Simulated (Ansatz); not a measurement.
Consider the substitution at a C–Sn bond: `[CH3][Sn]([F])([F])[SiH3]` + `N=CCN` → `C/N=C\CN` + `[F][SnH]([F])[SiH3]`.

Computed with Ansatz on PBE0-D4/def2-TZVP structures; ΔE is electronic, products minus reactants. CBS: MP2 limit from def2 TZ/QZ plus the TZ coupled-cluster correction, frozen cores. Functionals use def2-TZVPP. B3LYP here is the variant with VWN-RPA as its local correlation; programs differ in this. Elements past krypton have def2 core potentials. For Sn outer-core shells are correlated without core-valence functions, which leaves a few kJ/mol of doubt a bond. One conformer a species, not always the lowest.

```json
{"level": "r2SCAN-D4", "ΔE (kJ/mol)": "80.4"}
{"level": "PBE0-D4", "ΔE (kJ/mol)": "77.9"}
{"level": "B3LYP-D4", "ΔE (kJ/mol)": "77.5"}
{"level": "PBE0", "ΔE (kJ/mol)": "77.6"}
{"level": "B3LYP", "ΔE (kJ/mol)": "76.8"}
{"level": "CCSD/def2-TZVPP", "ΔE (kJ/mol)": "82.3"}
{"level": "SCS-MP2/def2-QZVPP", "ΔE (kJ/mol)": "84.0"}
{"level": "MP2/CBS(def2)", "ΔE (kJ/mol)": "90.2"}
```

Problem. What does CCSD(T)/CBS give? (An estimate is asked.)

Solution. Ansatz gave: +85.0 kJ/mol. The listed levels differ from it by -4.6, -7.1, -7.5, -7.4, -8.2, -2.7, -1.0, 5.2 kJ/mol.

Largest T1 diagnostic among the species: 0.014.

In def2-TZVPP, CCSD(T) changes the Hartree–Fock value by +8.4 kJ/mol (the triples alone add +0.8 kJ/mol) and MP2 by +13.6 kJ/mol.
